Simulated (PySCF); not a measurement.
**MH for M along the fourth-period p block**

r²SCAN with double-zeta basis sets in PySCF, for the lowest determinant that a PBE0 search found; no spin–orbit coupling. De refers to high-spin ground-configuration atoms. A positive dipole means M(−)H(+).

| M | basis | state (unpaired electrons) | Re (Å) | ωe (cm⁻¹) | De (eV) | μ (D) |
| --- | --- | --- | --- | --- | --- | --- |
| Ga | x2c-SVPall | singlet (closed shell) | 1.671 | 1606 | 2.90 | -0.28 |
| Ge | cc-pVDZ-PP/cc-pVDZ | doublet (π ↑) | 1.607 | 1874 | 2.87 | -0.13 |
| As | aug-cc-pVDZ-PP/aug-cc-pVDZ | triplet (π ↑↑) | 1.536 | 2149 | 2.91 | 0.13 |
| Se | def2-SVPD | doublet (π ↑) | 1.474 | 2439 | 3.44 | 0.57 |
| Br | aug-cc-pVDZ/aug-cc-pVDZ-PP | singlet (closed shell) | 1.429 | 2634 | 4.00 | 0.84 |

The shortest bond is that of HBr (1.429 Å), the longest that of GaH (1.671 Å).

The rows differ in basis set, which adds steps of its own.

The state changes along the series, so neighbouring rows are not always alike in their bonding.

States were picked by a PBE0 search and need not be the measured ground states.
